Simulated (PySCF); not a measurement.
Constitutional and geometric isomers with formula H6Si4. All species are isolated molecules in the gas phase. One relaxed conformer stands for each flexible species; it need not be the lowest. Strings in code marks are SMILES.

Computed with PBE-D3(BJ)/def2-TZVP // PBE0-D3(BJ)/def2-TZVP run with PySCF. All candidates: neutral, multiplicity 1. 

The HOMO is -5.00 eV and the LUMO is -3.20 eV. The HOMO–LUMO gap comes out as 1.80 eV.

### Question
Say which member has these values.
A) `[SiH]1=[SiH][SiH2][SiH2]1`
B) `[SiH3][Si]1=[SiH][SiH2]1`
C) `[SiH3][SiH]1[SiH]=[SiH]1`
D) `[SiH2]=[SiH][SiH]=[SiH2]` (Si–Si–Si–Si torsion 64°)

### Answer
D, `[SiH2]=[SiH][SiH]=[SiH2]` (Si–Si–Si–Si torsion 64°). The others give `[SiH]1=[SiH][SiH2][SiH2]1`: -5.37 eV, -2.70 eV, 2.67 eV; `[SiH3][SiH]1[SiH]=[SiH]1`: -5.27 eV, -2.61 eV, 2.67 eV; `[SiH3][Si]1=[SiH][SiH2]1`: -5.31 eV, -2.70 eV, 2.61 eV
